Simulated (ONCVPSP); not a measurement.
# Configuration tests for Zn (ONCV)

zinc, optimised norm-conserving Vanderbilt (ONCV), made with ONCVPSP 4.0.1 (Wu-Cohen, fully relativistic). Core [Ne], reference 3s2 3p6 3d10 4s2. Waves: 3s+4s: rc 1.05 bohr, ncon 5, nbas 9, qcut 9.1 1/bohr, 2 projectors; 3p: rc 1.05 bohr, ncon 4, nbas 7, qcut 15.7 1/bohr, 2 projectors, debl 0.8 Ha; 3d: rc 1.45 bohr, ncon 3, nbas 8, qcut 9.6 1/bohr, 2 projectors, debl 3 Ha; f scattering state at 0.19 Ha: rc 1.30 bohr, ncon 4, nbas 8, qcut 7.6 1/bohr, 1 projector. Local part: polynomial inside 1.00 bohr (lpopt 5, dvloc0 4 Ha). Core correction: none.

Open shells are filled in proportion to 2j + 1.

In the p channel the program set the typed energies aside and used -3.024, 0.250 Ha (j = l + 1/2; the other j can differ).

Energies are relative to the spin-unpolarised reference configuration 3s2 3p6 3d10 4s2; without spin polarisation the order of configurations can differ from experiment.

Give the all-electron excitation energy and the error of the potential for: 3s2 3p6 3d10 4s1; 3s2 3p6 3d10 4s0; 3s2 3p6 3d9 4s0; 3s2 3p6 3d9 4s2.

```json
{"valence configuration": "3s2 3p6 3d10 4s1", "charge": "+1", "ΔE all-electron (eV)": "9.924", "error AE − PS (meV)": "+4.3"}
{"valence configuration": "3s2 3p6 3d10 4s0", "charge": "+2", "ΔE all-electron (eV)": "28.274", "error AE − PS (meV)": "+24"}
{"valence configuration": "3s2 3p6 3d9 4s0", "charge": "+3", "ΔE all-electron (eV)": "68.826", "error AE − PS (meV)": "+63"}
{"valence configuration": "3s2 3p6 3d9 4s2", "charge": "+1", "ΔE all-electron (eV)": "17.952", "error AE − PS (meV)": "+118"}
```
